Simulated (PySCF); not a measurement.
## One change to the structure, seen by NMR

Starting compound: `InChI=1S/C5H5NO/c7-5-1-3-6-4-2-5/h1-4H,(H,6,7)`.

1H NMR (500 MHz, computed): δ 8.77 (d, 2H), 6.75 (d, 2H), 4.55 (br s, 1H). 13C{1H} NMR (computed): δ 169.8 (C), 157.0 (CH), 114.2 (CH).

Method: shieldings: GIAO PBE0/pcSseg-1, GFN2-xTB structure, couplings computed with B3LYP/pcJ-1 (spin–dipole term left out of most H,H and C,H couplings), in PySCF 2.14 (averaged over atoms made equivalent by symmetry, fast rotation or ring inversion, a single conformation, no solvent model, non-relativistic Hamiltonian).

Shifts are taken against calculated references (same method and geometry level): 1H (σ = 31.72 ppm), 13C (σ = 186.93 ppm) against TMS. Multiplet labels drop J under 1 Hz and among equivalent protons, and merge close values. Unscaled 3J(H,H) run several per cent high. Splittings of carbon signals by F and P are missing where no couplings were computed. Where no couplings were computed, multiplicities follow the n + 1 count of equivalent neighbours, and m marks all less simple cases (inequivalent or close neighbours, rings, F or P nearby). Shifts are as computed. Against solution values, carbons near 30 ppm lie about +3 ppm off and those near 130 ppm about +5 ppm. Of 1211 compounds with measured shifts, 218 miss one by over three times the rms of a fit or turn the order of signals round; such compounds aren't used in these exercises. OH and NH positions are gas-phase values without hydrogen bonding to other molecules.

Product 1. 1H NMR (500 MHz, computed): δ 8.76 (m, 1H), 8.63 (d, 1H), 7.12 (m, 1H), 5.51 (br s, 1H). 13C{1H} NMR (computed): δ 158.2 (C), 157.9 (C), 152.7 (CH), 143.4 (CH), 116.9 (CH).

Product 2. 1H NMR (500 MHz, computed): δ 8.26 (s, 1H), 8.06 (d, 1H), 6.47 (d, 1H), 4.15 (br s, 1H), 3.49 (br s, 2H). 13C{1H} NMR (computed): δ 154.2 (C), 144.1 (CH), 140.5 (CH), 136.1 (C), 112.9 (CH).

Product 3. 1H NMR (500 MHz, computed): δ 9.36 (d, J = 6.4 Hz, 1H), 9.08 (d, J = 3.2 Hz, 1H), 7.01 (dd, J = 6.4, 3.2 Hz, 1H), 4.45 (br s, 1H). 13C{1H} NMR (computed): δ 160.8 (C), 154.8 (CH), 144.6 (CH), 115.0 (CH).

Problem. Each product comes from one edit: H on C replaced by NH2 (`Nc1cnccc1O`); H on C replaced by F (`Oc1ccncc1F`); ring CH replaced by N (`Oc1ccnnc1`). Which is which?

Solution. 
- Product 1: H on C replaced by F, Oc1ccncc1F. δC 152.7, 143.4: aromatic CH next to a ring nitrogen; the adjacent pyridine-type nitrogen withdraws density from it. δH 8.76, 8.63: hydrogen on an aromatic CH next to a ring nitrogen; ring current plus the neighbouring ring nitrogen.
- Product 2: H on C replaced by NH2, Nc1cnccc1O. δC 136.1: aromatic carbon bearing nitrogen; an ipso carbon deshielded by its heteroatom. δC 112.9: aromatic CH; it is ortho or para to a lone-pair donor and shielded by resonance.
- Product 3: ring CH replaced by N, Oc1ccnnc1. δH 9.36, 9.08: hydrogen on an aromatic CH next to a ring nitrogen; ring current plus the neighbouring ring nitrogen. The protons at 7.01 and 9.36 share a coupling of 6.4 Hz (vicinal, an ortho-type coupling).
